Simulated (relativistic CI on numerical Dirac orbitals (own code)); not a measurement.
**Mn²⁺ in a cubic cluster: 1s photoemission with charge transfer**

Computed with a charge-transfer multiplet model of a cubic metal-ligand cluster with up to 2 ligand holes, Slater and spin-orbit integrals from Dirac-Coulomb-Breit ions, Slater integrals scaled by 0.7. The parameters are those of a tetrahedral site (10Dq negative, t2 hopping the larger). The ground state mixes d5 with configurations of k ligand holes L, whose averages lie at kΔ + k(k − 1)U_dd/2; a core hole lowers each added d electron by U_cd. 300 K, Lorentzian 1.1 eV and Gaussian 0.6 eV FWHM.

Atomic integrals in eV (Slater integrals scaled, ζ unscaled), ground: F2dd 7.178, F4dd 4.458, zeta_d 0.037; with the core hole: F2dd 8.443, F4dd 5.278, zeta_d 0.058, G2cd 0.043.

Cluster parameters (eV): Δ = 6.2, U_cd = 8.2, 10Dq = -0.4, 10Dq(ligand) = 0, V(eg) = 1.32, V(t2g) = -2.25, final-state hopping factor = 0.8.

| Case | n_d | d5 | d6L | d7L2 | S |
| --- | --- | --- | --- | --- | --- |
| U_dd = 6.4 eV | 5.20 | 0.81 | 0.19 | 0.01 | 2.50 |
| U_dd = 7.1 eV | 5.20 | 0.81 | 0.18 | 0.01 | 2.50 |
| U_dd = 8.5 eV | 5.20 | 0.81 | 0.18 | 0.01 | 2.50 |

Weights, n_d and S are thermal averages at 300 K. Binding energies count from the first peak over 30 % of the highest in each spectrum, which can be another peak from case to case. The parameters are a model scan and need not match a compound or its usual spin state. Peaks in eV (height, largest 100):
- U_dd = 6.4 eV: 0.0 (100), 6.2 (28)
- U_dd = 7.1 eV: 0.0 (100), 6.4 (26)
- U_dd = 8.5 eV: 0.0 (100), 6.5 (24)

For the case U_dd = 7.1 eV, Δ = 6.2 eV is smaller than U_dd = 7.1 eV, the charge-transfer side of the Zaanen-Sawatzky-Allen scheme. With the core hole the average of the configuration with one ligand hole lies at Δ − U_cd = -2.0 eV before mixing: the effective hopping of about 3.4 eV (from the holes of the mixed ground state) is comparable with this gap or larger, so the configurations mix strongly.
